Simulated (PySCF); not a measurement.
## CsSi: energy against distance

Set-up: PySCF, spin-free X2C with a Gaussian nucleus, basis sets Cs x2c-TZVPPall, Si x2c-TZVPPall. Energies in eV from Cs + Si in their ground configurations at the same level. All curves are PBE0. state 1: ⁴Σ⁻ (quartet), unpaired electrons σ ↑, π ↑↑; state 2: Ms = 0.5 determinant of mixed spin (⟨S²⟩ near 1.8), unpaired electrons σ ↑, π ↑↓, a mixture of terms (⟨Lz²⟩ = 2.0), a second solution, started from another occupation; state 3: Ms = 0.5 determinant of mixed spin (⟨S²⟩ near 1.8), unpaired electrons σ ↓, π ↑↑, a second solution, started from another occupation; state 4: ²Π (doublet), unpaired electrons π ↑, a second solution, started from another occupation.

```tsv
R (Å)	state 1	state 2	state 3	state 4
2.812	-1.453	-1.015	-1.011	0.1601
2.943	-1.654	-1.214	-1.205	-0.2273
3.074	-1.765	-1.324	-1.314	-0.4900
3.172	-1.803	-1.363	-1.353	-0.6240
3.270	-1.814	-1.375	-1.365	-0.7157
3.368	-1.802	-1.364	-1.357	-0.7735
3.499	-1.760	-1.326	-1.322	-0.8097
3.662	-1.681	-1.250	-1.253	-0.8072
3.859	-1.562	-1.138	-1.151	-0.7589
4.120	-1.388	-0.973	-1.004	-0.6550
```

Put a parabola through the three lowest points of the state 1 curve and estimate Re, k and ωe (reduced mass 23.11 u; 1 eV/Å² = 0.16022 mdyn/Å; ωe = 1302.8·√(k/μ) cm⁻¹).

Through R = 3.172, 3.27, 3.368 Å the second-order coefficient is 1.20 eV/Å², so Re ≈ 3.268 Å, k ≈ 0.384 mdyn/Å and ωe ≈ 168 cm⁻¹. A polynomial fit of higher order to the unrounded PBE0 energies gives Re = 3.262 Å, k = 0.375 mdyn/Å, ωe = 166 cm⁻¹; anharmonicity and rounding make the difference.

The higher-order fit for each curve: state 1: Re = 3.262 Å, ωe = 166 cm⁻¹, De = 1.81 eV; state 2: Re = 3.267 Å, ωe = 163 cm⁻¹, minimum 1.37 eV below the ground-state fragments; state 3: Re = 3.274 Å, ωe = 158 cm⁻¹, minimum 1.37 eV below the ground-state fragments; state 4: Re = 3.569 Å, ωe = 141 cm⁻¹, minimum 0.81 eV below the ground-state fragments.

⟨S²⟩ of the unrestricted solution departs from its pure value on part of the curve, where spin states mix. Spin–orbit coupling is left out, which matters for elements this heavy, above all for dissociation energies. The state is the lowest determinant that a PBE0 search found; another state may lie lower at other levels.
